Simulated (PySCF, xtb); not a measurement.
oxetan-3-ylmethanol (C₄H₈O₂), SMILES OCC1COC1.

GFN2-xTB run with xtb 6.7.1 at its own geometry gives an orbital gap of 10.14 eV and a dipole moment of 2.77 D.

The structure is a stationary point at PBE-D3(BJ)/def2-SVP. One conformer was computed; it need not be the lowest.

Q: What does HF/def2-TZVP in PySCF give? (An estimate is asked for; the answer gives what the named calculation found.)

A: gap 14.61 eV (levels -11.22 and 3.39 eV), dipole 2.98 D.
